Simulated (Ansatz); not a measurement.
C2H5O (SMILES [CH2-]OC), charge -1, singlet, at a GFN2-xTB geometry (a gas-phase anion, which may not be bound at this level). Base run: CAM-B3LYP/def2-SVP (Ansatz, a first-principles code).

Input for Ansatz:
Ansatz 0.2 input:
```yaml
crystal:
  periodic: [false, false, false]
  atoms:
    - {symbol: C, position_ang: [-0.01387129, 1.32048858, -0.14685513]}
    - {symbol: O, position_ang: [0.00480545, 0.04658534, 0.60549664]}
    - {symbol: C, position_ang: [0.00885831, -1.08473522, -0.17190786]}
    - {symbol: H, position_ang: [0.86993040, 1.24954023, -0.87427756]}
    - {symbol: H, position_ang: [-0.90863771, 1.23257197, -0.85885667]}
    - {symbol: H, position_ang: [0.02301881, -1.98265824, 0.47327149]}
    - {symbol: H, position_ang: [-0.88652396, -1.15182118, -0.82804795]}
    - {symbol: H, position_ang: [0.89384676, -1.13483572, -0.84348446]}
basis:
  gaussian:
    orbitals: def2-SVP
hamiltonian:
  xc: cam_b3lyp
total_charge: -1
```

Each row names what was changed in the base input (with any setting that the change needs).

| change | ΔE vs base (mEh) |
|---|---|
| base | 0.000 |
| fitting.mean_field = def2-universal-JKFIT | -0.043 |
| accuracy = high | -0.002 |
| forces = on | -0.003 |
| point_charge = charge:1.0 position_ang:3.0861, -2.6756, 2.6607 | -99.257 |
| lower_state_search = full | 0.000 |
| lower_state_search = off | 0.000 |
| fitting.mean_field = cc-pVTZ-JKFIT | -0.073 |
| final_grid = 10, 20, 41 | 0.000 |
| nuclear_model = gaussian | 0.018 |
| point_charge = charge:-1.0 position_ang:-3.4034, 2.2588, -2.9958 | 106.2 |

A gas-phase anion may not be bound at this level; its values then depend on the basis.
